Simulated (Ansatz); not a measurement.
Basis-set extrapolation for `BCC(C)F` (PBE0-D4/def2-TZVP geometry, frozen core, Ansatz). Multiplicity 1, RHF reference.

```json
{"": "HF", "def2-TZVPP": "-242.465652", "def2-QZVPP": "-242.476862"}
{"": "MP2 correlation", "def2-TZVPP": "-0.871181", "def2-QZVPP": "-0.934955"}
{"": "CCSD(T) correlation", "def2-TZVPP": "-0.951940", "def2-QZVPP": "not run"}
```

Energies in hartree. Use E(X) = E(∞) + A·exp(−7.88·√X) for Hartree–Fock and E(X) = E(∞) + B·X^(−2.97) for correlation, with X = 3 and 4, and add CCSD(T) minus MP2 of the smaller set to the MP2 limit.

Task: What is the CCSD(T) energy at the basis-set limit?

Result: HF limit: -242.476862 + (-0.011210) × 0.13774 = -242.47841. MP2 limit: -0.934955 + (-0.063774) × 0.74074 = -0.98219. Higher-order term: -0.951940 − (-0.871181) = -0.08076. Total: -243.54136 hartree, 3.37 eV below CCSD(T)/def2-TZVPP.
